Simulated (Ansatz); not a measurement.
Ansatz (a program for electronic structure) input for 3-methylsulfanylbuta-1,2-diene (C₅H₈S), SMILES C=C=C(C)SC, PBE-D3(BJ)/def2-SVP. 

Ansatz 0.2 input:
```yaml
crystal:
  periodic: [false, false, false]
  atoms:
    - {symbol: C, position_ang: [2.53907964, 0.04775593, 1.27293232]}
    - {symbol: C, position_ang: [1.42438357, 0.25295000, 0.62093419]}
    - {symbol: C, position_ang: [0.31772370, 0.46124978, -0.05716362]}
    - {symbol: C, position_ang: [-0.18742040, 1.82345203, -0.43572643]}
    - {symbol: S, position_ang: [-0.54948104, -0.97429266, -0.66257422]}
    - {symbol: C, position_ang: [-2.19993883, -0.71439537, 0.03243511]}
    - {symbol: H, position_ang: [2.55993884, 0.01375432, 2.36788806]}
    - {symbol: H, position_ang: [3.48763997, -0.10469000, 0.74584299]}
    - {symbol: H, position_ang: [-1.18498544, 2.01013805, -0.00680999]}
    - {symbol: H, position_ang: [0.48975688, 2.60846126, -0.07204031]}
    - {symbol: H, position_ang: [-0.27829847, 1.90370226, -1.53037648]}
    - {symbol: H, position_ang: [-2.16503185, -0.66315131, 1.13026498]}
    - {symbol: H, position_ang: [-2.79427219, -1.59090427, -0.26238293]}
    - {symbol: H, position_ang: [-2.68601693, 0.18529789, -0.37166843]}
basis:
  gaussian:
    orbitals: def2-SVP
hamiltonian:
  xc: pbe
  dispersion: d3bj
relax: {f_tol: 0.002, max_steps: 200}
```

Output:

```
WARN ansatz: RAYON_NUM_THREADS=1 ignored (pool sized by the plan → 1); use --threads N
Functional definition: PBE
integrals: 0.07 GiB planned
1459 factors; their error is unknown
mean field: 0.40 GiB planned
mean field evaluation 1: about -16114.8013 eV, gradient 7.6e1 eV
mean field evaluation 2: about -16095.3866 eV, gradient 1.1e2 eV
mean field evaluation 4: about -16129.8405 eV, gradient 9.1e0 eV
mean field evaluation 8: about -16130.0634 eV, gradient 1.7e-1 eV
mean field evaluation 16: about -16129.9952 eV, gradient 3.3e-3 eV
mean field -16129.99515472 eV, -592.7663886324 hartree, gradient 5.7e-5 eV, S^2 0.000000; 0 other end points of the search recorded, 0 dependent functions left out
the calculation of the forces begins
reference -16129.99519309 eV, -592.7663900426 hartree; 27, 27 occupied and 101, 101 virtual orbitals, 1459 factors
relax step   1: F+E_penalty+E_count = -16130.32807011 eV  Δ(F+E_penalty+E_count) = +0.000e0 eV  max|allowed force component| = 2.986e-1 eV/Å  Δτ_max = 0.0000 Å  (30 SCF iters, accepted)
these checks for a lower state are left out or cut short: starts, cluster_reference, orbital_swaps, neighbouring_geometries, increment
integrals: 0.07 GiB planned
1459 factors; their error is unknown
mean field: 0.40 GiB planned
mean field -16130.01284949 eV, -592.7670389033 hartree, gradient 2.4e-5 eV, S^2 0.000000; 0 other end points of the search recorded, 0 dependent functions left out
the calculation of the forces begins
reference -16130.01288808 eV, -592.7670403215 hartree; 27, 27 occupied and 101, 101 virtual orbitals, 1459 factors
[...]
integrals: 0.07 GiB planned
1459 factors; their error is unknown
mean field: 0.40 GiB planned
mean field evaluation 64: about -16130.0898 eV, gradient 5.2e-4 eV
mean field -16130.02053423 eV, -592.7673213124 hartree, gradient 2.4e-5 eV, S^2 0.000000; 0 other end points of the search recorded, 0 dependent functions left out
the calculation of the forces begins
reference -16130.02057283 eV, -592.7673227309 hartree; 27, 27 occupied and 101, 101 virtual orbitals, 1459 factors
relax step   8: F+E_penalty+E_count = -16130.35078737 eV  Δ(F+E_penalty+E_count) = -2.339e-4 eV  max|allowed force component| = 8.645e-3 eV/Å  Δτ_max = 0.0093 Å  (32 SCF iters, accepted)
these checks for a lower state are left out or cut short: starts, cluster_reference, orbital_swaps, neighbouring_geometries, increment
integrals: 0.07 GiB planned
1459 factors; their error is unknown
mean field: 0.40 GiB planned
mean field -16130.02056463 eV, -592.7673224294 hartree, gradient 1.1e-5 eV, S^2 0.000000; 0 other end points of the search recorded, 0 dependent functions left out
the calculation of the forces begins
reference -16130.02060323 eV, -592.7673238480 hartree; 27, 27 occupied and 101, 101 virtual orbitals, 1459 factors
relax step   9: F+E_penalty+E_count = -16130.35081333 eV  Δ(F+E_penalty+E_count) = -2.595e-5 eV  max|allowed force component| = 6.421e-3 eV/Å  Δτ_max = 0.0026 Å  (25 SCF iters, accepted)
these checks for a lower state are left out or cut short: starts, cluster_reference, orbital_swaps, neighbouring_geometries, increment
integrals: 0.07 GiB planned
1459 factors; their error is unknown
mean field: 0.40 GiB planned
mean field -16130.02060638 eV, -592.7673239637 hartree, gradient 2.4e-5 eV, S^2 0.000000; 0 other end points of the search recorded, 0 dependent functions left out
the calculation of the forces begins
reference -16130.02064498 eV, -592.7673253822 hartree; 27, 27 occupied and 101, 101 virtual orbitals, 1459 factors
relax step  10: F+E_penalty+E_count = -16130.35085590 eV  Δ(F+E_penalty+E_count) = -4.257e-5 eV  max|allowed force component| = 9.217e-3 eV/Å  Δτ_max = 0.0083 Å  (33 SCF iters, accepted)
these checks for a lower state are left out or cut short: starts, cluster_reference, orbital_swaps, neighbouring_geometries, increment
integrals: 0.07 GiB planned
1459 factors; their error is unknown
mean field: 0.40 GiB planned
mean field -16130.02061908 eV, -592.7673244305 hartree, gradient 2.4e-5 eV, S^2 0.000000; 0 other end points of the search recorded, 0 dependent functions left out
the calculation of the forces begins
reference -16130.02065768 eV, -592.7673258489 hartree; 27, 27 occupied and 101, 101 virtual orbitals, 1459 factors
relax step  11: F+E_penalty+E_count = -16130.35088406 eV  Δ(F+E_penalty+E_count) = -2.817e-5 eV  max|allowed force component| = 1.064e-2 eV/Å  Δτ_max = 0.0088 Å  (32 SCF iters, accepted)
these checks for a lower state are left out or cut short: starts, cluster_reference, orbital_swaps, neighbouring_geometries, increment
integrals: 0.07 GiB planned
1459 factors; their error is unknown
mean field: 0.40 GiB planned
mean field evaluation 96: about -16130.0206 eV, gradient 2.4e-5 eV
mean field -16130.02061203 eV, -592.7673241713 hartree, gradient 2.4e-5 eV, S^2 0.000000; 0 other end points of the search recorded, 0 dependent functions left out
the calculation of the forces begins
reference -16130.02065062 eV, -592.7673255897 hartree; 27, 27 occupied and 101, 101 virtual orbitals, 1459 factors
relax step  12: F+E_penalty+E_count = -16130.35092596 eV  Δ(F+E_penalty+E_count) = -4.190e-5 eV  max|allowed force component| = 8.365e-3 eV/Å  Δτ_max = 0.0181 Å  (31 SCF iters, accepted)
these checks for a lower state are left out or cut short: starts, cluster_reference, orbital_swaps, neighbouring_geometries, increment
integrals: 0.07 GiB planned
1459 factors; their error is unknown
mean field: 0.40 GiB planned
mean field -16130.02057566 eV, -592.7673228347 hartree, gradient 2.4e-5 eV, S^2 0.000000; 0 other end points of the search recorded, 0 dependent functions left out
the calculation of the forces begins
reference -16130.02061425 eV, -592.7673242531 hartree; 27, 27 occupied and 101, 101 virtual orbitals, 1459 factors
relax step  13: F+E_penalty+E_count = -16130.35094654 eV  Δ(F+E_penalty+E_count) = -2.057e-5 eV  max|allowed force component| = 7.809e-3 eV/Å  Δτ_max = 0.0136 Å  (32 SCF iters, accepted)
these checks for a lower state are left out or cut short: starts, cluster_reference, orbital_swaps, neighbouring_geometries, increment
integrals: 0.07 GiB planned
1459 factors; their error is unknown
mean field: 0.40 GiB planned
mean field -16130.02038646 eV, -592.7673158820 hartree, gradient 2.4e-5 eV, S^2 0.000000; 0 other end points of the search recorded, 0 dependent functions left out
the calculation of the forces begins
reference -16130.02042506 eV, -592.7673173005 hartree; 27, 27 occupied and 101, 101 virtual orbitals, 1459 factors
relax step  14: F+E_penalty+E_count = -16130.35086740 eV  Δ(F+E_penalty+E_count) = +7.914e-5 eV  max|allowed force component| = 3.070e-2 eV/Å  Δτ_max = 0.0211 Å  (31 SCF iters, rejected (line search))
these checks for a lower state are left out or cut short: starts, cluster_reference, orbital_swaps, neighbouring_geometries, increment
integrals: 0.07 GiB planned
1459 factors; their error is unknown
mean field: 0.40 GiB planned
mean field -16130.02052506 eV, -592.7673209753 hartree, gradient 2.4e-5 eV, S^2 0.000000; 0 other end points of the search recorded, 0 dependent functions left out
the calculation of the forces begins
reference -16130.02056366 eV, -592.7673223938 hartree; 27, 27 occupied and 101, 101 virtual orbitals, 1459 factors
relax step  15: F+E_penalty+E_count = -16130.35096012 eV  Δ(F+E_penalty+E_count) = -1.359e-5 eV  max|allowed force component| = 6.033e-3 eV/Å  Δτ_max = 0.0091 Å  (32 SCF iters, accepted)
these checks for a lower state are left out or cut short: starts, cluster_reference, orbital_swaps, neighbouring_geometries, increment
integrals: 0.07 GiB planned
1459 factors; their error is unknown
mean field: 0.40 GiB planned
mean field -16130.02053446 eV, -592.7673213206 hartree, gradient 1.8e-5 eV, S^2 0.000000; 0 other end points of the search recorded, 0 dependent functions left out
the calculation of the forces begins
reference -16130.02057305 eV, -592.7673227391 hartree; 27, 27 occupied and 101, 101 virtual orbitals, 1459 factors
relax step  16: F+E_penalty+E_count = -16130.35096511 eV  Δ(F+E_penalty+E_count) = -4.985e-6 eV  max|allowed force component| = 5.707e-3 eV/Å  Δτ_max = 0.0026 Å  (25 SCF iters, accepted)
these checks for a lower state are left out or cut short: starts, cluster_reference, orbital_swaps, neighbouring_geometries, increment
integrals: 0.07 GiB planned
1459 factors; their error is unknown
mean field: 0.40 GiB planned
mean field evaluation 128: about -16130.0205 eV, gradient 7.4e-6 eV
mean field -16130.02053545 eV, -592.7673213574 hartree, gradient 7.4e-6 eV, S^2 0.000000; 0 other end points of the search recorded, 0 dependent functions left out
the calculation of the forces begins
reference -16130.02057405 eV, -592.7673227758 hartree; 27, 27 occupied and 101, 101 virtual orbitals, 1459 factors
relax step  17: F+E_penalty+E_count = -16130.35096877 eV  Δ(F+E_penalty+E_count) = -3.661e-6 eV  max|allowed force component| = 3.791e-3 eV/Å  Δτ_max = 0.0007 Å  (23 SCF iters, accepted)
these checks for a lower state are left out or cut short: starts, cluster_reference, orbital_swaps, neighbouring_geometries, increment
integrals: 0.07 GiB planned
1459 factors; their error is unknown
mean field: 0.40 GiB planned
mean field -16130.02052877 eV, -592.7673211118 hartree, gradient 2.2e-5 eV, S^2 0.000000; 0 other end points of the search recorded, 0 dependent functions left out
the calculation of the forces begins
reference -16130.02056737 eV, -592.7673225303 hartree; 27, 27 occupied and 101, 101 virtual orbitals, 1459 factors
relax step  18: F+E_penalty+E_count = -16130.35097096 eV  Δ(F+E_penalty+E_count) = -2.189e-6 eV  max|allowed force component| = 2.095e-3 eV/Å  Δτ_max = 0.0009 Å  (23 SCF iters, accepted)
these checks for a lower state are left out or cut short: starts, cluster_reference, orbital_swaps, neighbouring_geometries, increment
integrals: 0.07 GiB planned
1459 factors; their error is unknown
mean field: 0.40 GiB planned
mean field -16130.02051882 eV, -592.7673207459 hartree, gradient 8.0e-6 eV, S^2 0.000000; 0 other end points of the search recorded, 0 dependent functions left out
the calculation of the forces begins
reference -16130.02055741 eV, -592.7673221644 hartree; 27, 27 occupied and 101, 101 virtual orbitals, 1459 factors
relax step  19: F+E_penalty+E_count = -16130.35097288 eV  Δ(F+E_penalty+E_count) = -1.916e-6 eV  max|allowed force component| = 1.753e-3 eV/Å  Δτ_max = 0.0014 Å  (24 SCF iters, accepted)
integrals: 0.07 GiB planned
1459 factors; their error is unknown
mean field: 0.40 GiB planned
mean field evaluation 160: about -16130.0205 eV, gradient 1.8e-3 eV
mean field -16130.02051882 eV, -592.7673207459 hartree, gradient 7.9e-6 eV, S^2 0.000000; 1 other end points of the search recorded, 0 dependent functions left out
the calculation of the forces begins
reference -16130.02055741 eV, -592.7673221644 hartree; 27, 27 occupied and 101, 101 virtual orbitals, 1459 factors
Total energy: -16130.35101147 eV, -592.7794661270 hartree
Atom 0 at     2.591574     0.056218     1.271147 Å, force    -0.000461    -0.001687    -0.001295 eV/Å
Atom 1 at     1.453720     0.252736     0.637991 Å, force    -0.000877    -0.000775     0.001753 eV/Å
Atom 2 at     0.325334     0.450790    -0.027218 Å, force     0.000576     0.000399    -0.001523 eV/Å
Atom 3 at    -0.200171     1.811823    -0.413061 Å, force    -0.000328     0.000928     0.000060 eV/Å
Atom 4 at    -0.541694    -1.009653    -0.610665 Å, force     0.001218    -0.000334     0.000069 eV/Å
Atom 5 at    -2.234006    -0.706001     0.003224 Å, force    -0.000394    -0.000095    -0.000286 eV/Å
Atom 6 at     2.643578     0.042524     2.374365 Å, force     0.000556     0.000393     0.000555 eV/Å
Atom 7 at     3.536667    -0.110980     0.724084 Å, force     0.000549     0.001023     0.000309 eV/Å
Atom 8 at    -1.195382     2.001154     0.041336 Å, force     0.000130     0.000156     0.000260 eV/Å
Atom 9 at     0.485466     2.611540    -0.073350 Å, force     0.000099    -0.000012    -0.000470 eV/Å
Atom 10 at    -0.321398     1.880061    -1.514162 Å, force    -0.000288    -0.000362     0.000048 eV/Å
Atom 11 at    -2.250413    -0.612599     1.107073 Å, force    -0.000146    -0.000204     0.001308 eV/Å
Atom 12 at    -2.824364    -1.596173    -0.288745 Å, force    -0.000023    -0.000514    -0.000269 eV/Å
Atom 13 at    -2.695832     0.187888    -0.460466 Å, force    -0.000611     0.001081    -0.000519 eV/Å
Dipole moment:    -0.188789     0.217565     0.115728 e Å
```

The calculation finished and met its thresholds.

Cost: very roughly 60 core-seconds.
